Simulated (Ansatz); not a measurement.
Cl$_{2}$GeH$_{4}$O$_{2}$Si, SMILES `O[Si](O)(Cl)[GeH2][Cl]`. Total charge 0; spin multiplicity 1. Correlated methods include outer-core shells of Ge, which these sets cover unevenly. Scalar relativity is left out up to krypton.

```xyz
10

O     1.164   -0.289   -1.715
Si   -0.081    0.138   -0.765
O    -1.338   -0.853   -1.069
Cl   -0.664    2.080   -1.123
Ge    0.616   -0.006    1.500
Cl   -1.282    0.080    2.559
H     1.040   -0.316   -2.666
H    -2.171   -0.669   -0.627
H     1.265   -1.340    1.896
H     1.450    1.176    2.009
```

Q: Give the diagnostics of a CCSD(T)/def2-TZVPP run (frozen core, the Gaussian-basis code of Ansatz). (An estimate is asked.)

A: Computed: T1 = 0.0111, largest single amplitude 0.016, largest double 0.024, (T) share of the correlation energy 3.8 %, 8 CCSD cycles. The RHF solution is stable towards an unrestricted one. T1 lies under the customary mark of 0.02 for closed shells.
